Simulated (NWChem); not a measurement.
Molecule: C₄H₄N, doublet; SMILES [c]1cc[nH]c1

All runs: NWChem. Spin-unrestricted. In the optimisation the excess spin sits in a' (Cs, its own frame). Geometry: optimised at B3LYP/6-31G* (spherical d), spin-unrestricted. No stability test was run on the SCF state. Level r2SCAN/def2-SVP: energy and gradient on several grids; changes count from the extra-fine grid, which is no exact limit either.

Task: Which is the coarsest grid (fine; coarse; xfine; xcoarse; medium) from which on the energy stays within 500 μHa and each gradient component within 500 μHa/bohr of xfine?

Result: medium.
| grid | size of the energy change (μHa) | largest change of a gradient component (μHa/bohr) | time, medium = 1 (rough) |
|---|---|---|---|
| xcoarse | 8000 | 4000 | about 1 |
| coarse | 1000 | 200 | about 1 |
| medium | 200 | 100 | about 1 |
| fine | 30 | < 30 | about 1 |
| xfine | < 10 | < 30 | 3 |
